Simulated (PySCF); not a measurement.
BClH₅NSi, BH₈NSi₂, BH₄NSi, B₂H₆NSi and others (calculated)

Calculation on a computer-drawn molecule: the log of a Hartree-Fock and frozen-core CCSD(T) single point meant for a local Hartree-Fock minimum, with one planted fault or none, to be diagnosed. Offsets are logged minus clean, where the clean run is the same molecule without the fault. The reference is restricted for singlets and unrestricted otherwise, and also for a bond in bohr or an excited solution. Adding or removing an electron swaps singlet and doublet. The excited solution moves the top pair (singlet) or top alpha electron (doublet) to the lowest empty orbital. Highest occupied and lowest empty are orbital energies over both spins, largest force is the largest gradient component, triples share is (T) over the correlation energy, the T1 limit is 0.02 restricted and 0.045 unrestricted, electrons count all cores, a negative frequency is imaginary (commonest isotopes), and the dipole is about the centre of nuclear charge. Program: PySCF 2.14.0.

Common to all runs: meant charge 0; logged SCF converged yes; possible faults no fault, one electron removed, one electron added, multiplicity raised by two, geometry at a saddle point, SCF held on an excited solution, minimal basis STO-3G, one bond length entered in bohr, all coordinates scaled.

(1) BClH₅NSi

Logged structure:
```xyz
9
BClH5NSi
B     -3.2725    -1.7913     0.4498
N     -2.1198    -1.1428     0.9403
Si    -0.5539    -1.8308     1.1833
Cl    -0.1926    -2.1771     3.1978
H     -4.3017    -1.1813     0.3547
H     -3.2078    -2.9454     0.1268
H     -2.2345    -0.1819     1.2095
H      0.4854    -0.8857     0.7500
H     -0.4791    -3.1176     0.4858
```

```
meant multiplicity                   : 1
meant basis                          : cc-pV(D+d)Z
logged electrons                     : 47
logged basis functions               : 99
logged spin squared                  : 0.7589
logged highest occupied              : -17.052 eV
logged lowest empty                  : -8.1456 eV
logged largest force                 : 0.094709 hartree/bohr
logged T1 diagnostic                 : 0.037631
logged D1 diagnostic                 : 0.24636
logged triples share                 : 0.02541
logged CC converged                  : yes
logged dipole magnitude              : 6.6841 debye
logged SCF stable within its kind    : yes
logged energy HF                     : -830.23816 hartree
logged energy CCSD(T)                : -830.75171 hartree
planted fault                        : one electron removed
HF energy offset from clean run      : 229.6 kcal/mol
CCSD(T) energy offset from clean run : 255 kcal/mol
```

Drawn bonds:
```tsv
atom	other atom	order
1	2	1
2	3	1
3	4	1
1	5	1
1	6	1
2	7	1
3	8	1
3	9	1
```

(2) BH₈NSi₂

Logged structure:
```xyz
12
BH8NSi2
B     -0.1325     1.1212    -2.4732
N     -0.3723     2.1486    -1.5484
Si    -0.3863     2.0874     0.2053
Si     0.0401    -0.0843     1.0328
H      0.1035     0.0078    -2.0848
H     -0.1633     1.3547    -3.6517
H     -0.5620     3.0510    -1.9476
H     -1.7037     2.5596     0.7004
H      0.6275     3.0316     0.7389
H     -0.9845    -1.0485     0.5693
H     -0.0106    -0.0131     2.5151
H      1.3823    -0.5624     0.6273
```

```
meant multiplicity                   : 1
meant basis                          : cc-pV(D+d)Z
logged electrons                     : 48
logged basis functions               : 36
logged spin squared                  : 0
logged highest occupied              : -8.895 eV
logged lowest empty                  : 9.062 eV
logged largest force                 : 0.038483 hartree/bohr
logged T1 diagnostic                 : 0.016485
logged D1 diagnostic                 : 0.078756
logged triples share                 : 0.017257
logged CC converged                  : yes
logged dipole magnitude              : 1.6138 debye
logged SCF stable within its kind    : yes
logged energy HF                     : -654.04494 hartree
logged energy CCSD(T)                : -654.28034 hartree
planted fault                        : minimal basis STO-3G
HF energy offset from clean run      : 4814 kcal/mol
CCSD(T) energy offset from clean run : 5007 kcal/mol
```

Drawn bonds:
```tsv
atom	other atom	order
1	2	1
2	3	1
3	4	1
1	5	1
1	6	1
2	7	1
3	8	1
3	9	1
4	10	1
4	11	1
4	12	1
```

(3) BH₈NSi₂

Logged structure:
```xyz
12
BH8NSi2
B     -0.1325     1.1212    -2.4732
N     -0.3723     2.1486    -1.5484
Si    -0.3863     2.0874     0.2053
Si     0.0401    -0.0843     1.0328
H      0.1035     0.0078    -2.0848
H     -0.1907     1.5624    -4.7003
H     -0.5620     3.0510    -1.9476
H     -1.7037     2.5596     0.7004
H      0.6275     3.0316     0.7389
H     -0.9845    -1.0485     0.5693
H     -0.0106    -0.0131     2.5151
H      1.3823    -0.5624     0.6273
```

```
meant multiplicity                   : 1
meant basis                          : cc-pV(D+d)Z
logged electrons                     : 48
logged basis functions               : 114
logged spin squared                  : 0.6157
logged highest occupied              : -9.2994 eV
logged lowest empty                  : 3.0888 eV
logged largest force                 : 0.027341 hartree/bohr
logged T1 diagnostic                 : 0.056723
logged D1 diagnostic                 : 0.27358
logged triples share                 : 0.031746
logged CC converged                  : yes
logged dipole magnitude              : 1.8367 debye
logged SCF stable within its kind    : yes
logged energy HF                     : -661.59499 hartree
logged energy CCSD(T)                : -662.13948 hartree
planted fault                        : one bond length entered in bohr, row 5 of the drawn bonds
HF energy offset from clean run      : 76.36 kcal/mol
CCSD(T) energy offset from clean run : 74.88 kcal/mol
```

Drawn bonds:
```tsv
atom	other atom	order
1	2	1
2	3	1
3	4	1
1	5	1
1	6	1
2	7	1
3	8	1
3	9	1
4	10	1
4	11	1
4	12	1
```

Notes: T1 above single-reference limit.

(4) BH₄NSi

Logged structure:
```xyz
7
BH4NSi
B     -1.1261     3.1947     1.0258
N     -1.0991     2.5951    -0.2637
Si    -0.5196     1.0400    -0.7947
H     -1.5832     4.2996     1.1531
H     -0.6949     2.5956     1.9691
H     -1.4805     3.1666    -0.9979
H     -0.0628     0.5553     0.5641
```

```
meant multiplicity                   : 1
meant basis                          : cc-pV(D+d)Z
logged electrons                     : 30
logged basis functions               : 23
logged spin squared                  : 0
logged highest occupied              : -6.4075 eV
logged lowest empty                  : 6.0033 eV
logged largest force                 : 0.042947 hartree/bohr
logged T1 diagnostic                 : 0.018523
logged D1 diagnostic                 : 0.070267
logged triples share                 : 0.022803
logged CC converged                  : yes
logged dipole magnitude              : 1.4807 debye
logged SCF stable within its kind    : yes
logged energy HF                     : -366.04516 hartree
logged energy CCSD(T)                : -366.20945 hartree
planted fault                        : minimal basis STO-3G
HF energy offset from clean run      : 2737 kcal/mol
CCSD(T) energy offset from clean run : 2879 kcal/mol
```

Drawn bonds:
```tsv
atom	other atom	order
1	2	1
2	3	1
1	4	1
1	5	1
2	6	1
3	7	1
```

(5) B₂H₆NSi

Logged structure:
```xyz
10
B2H6NSi
B     -1.6933    -0.1023     2.1307
N     -0.4329    -0.5088     2.6249
Si     1.0678    -0.6153     1.7680
B      1.4148    -0.1925    -0.0688
H     -1.8010     0.2223     0.9820
H     -2.6394    -0.0884     2.8695
H     -0.4029    -0.7700     3.5936
H      2.0790    -1.1016     2.7266
H      2.5434    -0.3448    -0.4464
H      0.5645     0.2019    -0.8123
```

```
meant multiplicity                   : 2
meant basis                          : cc-pV(D+d)Z
logged electrons                     : 37
logged basis functions               : 95
logged spin squared                  : 3.7661
logged highest occupied              : -5.2172 eV
logged lowest empty                  : -2.4469 eV
logged largest force                 : 0.11473 hartree/bohr
logged T1 diagnostic                 : 0.02496
logged D1 diagnostic                 : 0.10423
logged triples share                 : 0.03035
logged CC converged                  : yes
logged dipole magnitude              : 2.2165 debye
logged SCF stable within its kind    : yes
logged energy HF                     : -396.03862 hartree
logged energy CCSD(T)                : -396.52654 hartree
planted fault                        : multiplicity raised by two
HF energy offset from clean run      : 131.2 kcal/mol
CCSD(T) energy offset from clean run : 134 kcal/mol
```

Drawn bonds:
```tsv
atom	other atom	order
1	2	1
2	3	1
3	4	1
1	5	1
1	6	1
2	7	1
3	8	1
4	9	1
4	10	1
```

(6) B₂H₆NSi

Structure as in entry 5.

```
meant multiplicity                : 2
meant basis                       : cc-pV(D+d)Z
logged electrons                  : 37
logged basis functions            : 95
logged spin squared               : 0.771
logged highest occupied           : -3.2893 eV
logged lowest empty               : -1.7945 eV
logged largest force              : 0.083303 hartree/bohr
logged dipole magnitude           : 3.1344 debye
logged SCF stable within its kind : no
logged energy HF                  : -396.09724 hartree
planted fault                     : SCF held on an excited solution
HF energy offset from clean run   : 94.42 kcal/mol
```

Drawn bonds:
```tsv
atom	other atom	order
1	2	1
2	3	1
3	4	1
1	5	1
1	6	1
2	7	1
3	8	1
4	9	1
4	10	1
```

Notes: coupled-cluster numbers left out as unreliable.

(7) B₂H₃NO

Logged structure:
```xyz
7
B2H3NO
B     -1.1857    -0.5685    -1.9970
O     -0.4514     0.1934    -1.3234
B     -0.0220     0.0600    -0.1832
N      0.3874    -0.0368     0.8649
H     -1.4504    -0.2405    -3.0127
H     -1.5368    -1.5209    -1.5654
H      0.7129    -0.1162     1.7049
```

```
meant multiplicity                   : 1
meant basis                          : cc-pVDZ
logged electrons                     : 28
logged basis functions               : 71
logged spin squared                  : 0
logged highest occupied              : -11.665 eV
logged lowest empty                  : 3.1682 eV
logged largest force                 : 0.13057 hartree/bohr
logged T1 diagnostic                 : 0.013443
logged D1 diagnostic                 : 0.039973
logged triples share                 : 0.02578
logged CC converged                  : yes
logged dipole magnitude              : 0.32351 debye
logged SCF stable within its kind    : yes
logged energy HF                     : -180.44889 hartree
logged energy CCSD(T)                : -180.97282 hartree
planted fault                        : all coordinates scaled, by -8.0 %
HF energy offset from clean run      : 41.38 kcal/mol
CCSD(T) energy offset from clean run : 53.26 kcal/mol
```

Drawn bonds:
```tsv
atom	other atom	order
1	2	1
2	3	1
3	4	2
1	5	1
1	6	1
4	7	1
```

(8) CH₆B₂O

Logged structure:
```xyz
10
CH6B2O
B      1.0644    -1.1456     0.7610
O     -0.0437    -0.2730     0.8062
B     -0.2739     0.8620    -0.0228
C     -1.6182     1.7621     0.1781
H      1.9787    -0.9657    -0.0681
H      1.0900    -2.0891     1.5723
H      0.5767     1.1450    -0.8953
H     -2.3066     1.3672     0.9865
H     -2.1949     1.8261    -0.8004
H     -1.3267     2.8318     0.4354
```

```
meant multiplicity                   : 1
meant basis                          : cc-pVDZ
logged electrons                     : 30
logged basis functions               : 86
logged spin squared                  : 0
logged highest occupied              : -11.944 eV
logged lowest empty                  : 2.6195 eV
logged largest force                 : 0.024779 hartree/bohr
logged T1 diagnostic                 : 0.013214
logged D1 diagnostic                 : 0.049754
logged triples share                 : 0.026462
logged CC converged                  : yes
logged dipole magnitude              : 0.66976 debye
logged SCF stable within its kind    : yes
logged energy HF                     : -165.67089 hartree
logged energy CCSD(T)                : -166.23119 hartree
planted fault                        : all coordinates scaled, by +3.8 %
HF energy offset from clean run      : 7.589 kcal/mol
CCSD(T) energy offset from clean run : 3.085 kcal/mol
```

Drawn bonds:
```tsv
atom	other atom	order
1	2	1
2	3	1
3	4	1
1	5	1
1	6	1
3	7	1
4	8	1
4	9	1
4	10	1
```
